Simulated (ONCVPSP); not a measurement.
Ge (Z = 32), ONCV: configuration errors across variants

```json
{"Element": "germanium", "Generator": "ONCVPSP 4.0.1", "Type": "optimised norm-conserving Vanderbilt (ONCV)", "Functional": "LDA (Perdew-Wang 92)", "Relativity": "scalar-relativistic", "Frozen core": "[Ar]", "Valence charge": "14", "Reference configuration": "3d10 4s2 4p2", "Partial waves": "4s: rc 1.90 bohr, ncon 3, nbas 6, qcut 2.8 1/bohr, 3 projectors, debl 1.2 Ha; 4p: rc 1.60 bohr, ncon 4, nbas 7, qcut 4.1 1/bohr, 3 projectors, debl 3.1 Ha; 3d: rc 1.30 bohr, ncon 4, nbas 9, qcut 13.7 1/bohr, 2 projectors, debl 1.8 Ha", "Local potential": "polynomial inside 0.95 bohr (lpopt 4, dvloc0 4 Ha)", "Core correction": "polynomial model core, fcfact 0.35"}
```

All-electron excitation energies from the reference (eV): (1) 3d10 4s2 4p1 7.630; (2) 3d10 4s2 4p0 23.340; (3) 3d10 4s1 4p0 58.555; (4) 3d10 4s1 4p3 8.046.

1 further variants failed, have other tests or too few solved ones, and are left out.

A true bound ghost makes a file unfit for plane-wave use even where its test errors are small: the radial tests pick states by their node count and pass the ghost by.

Errors AE − PS in meV (a dash: test not solved or not reliable):

| change | (1) | (2) | (3) | (4) | bound ghosts | GHOST(+) flags above zero |
| --- | --- | --- | --- | --- | --- | --- |
| base | -1.3 | -3.8 | -34 | -10 | p | s, p |
| p: nbas 8 | -1.3 | -3.8 | -34 | -11 | p | s, p |
| local potential polynomial inside 0.95 bohr (lpopt 4, dvloc0 9.5 Ha) | -1.3 | -3.8 | -34 | -10 | p | p |
| local potential polynomial inside 1.15 bohr (lpopt 5, dvloc0 0 Ha) | -1.3 | -3.8 | -34 | -10 | p | s, p |
| s: qcut 2.2; p: qcut 3.2; d: qcut 10.8 | -1.2 | -2.6 | -35 | -14 | p | s, p |
| all radii but the core radius scaled by about 1.28 (s 2.42, p 2.04, d 1.66 bohr); local potential polynomial inside 1.22 bohr (lpopt 4, dvloc0 4 Ha) | +0.8 | +13 | -106 | -43 | none | s |
| s: rc 1.74 | -1.5 | -5.9 | -24 | -4.1 | p | s, p |
| d: ncon 5, nbas 10 | -1.3 | -3.9 | -35 | -10 | p | s, p |
| p: qcut 4.6 | -1.3 | -3.9 | -34 | -11 | p | s, p |

(1) Give the same row for: s: rc 1.92.

Answers

(1) -1.2, -3.3, -36, -12; bound ghosts: p; GHOST(+) flags above zero: s, p.
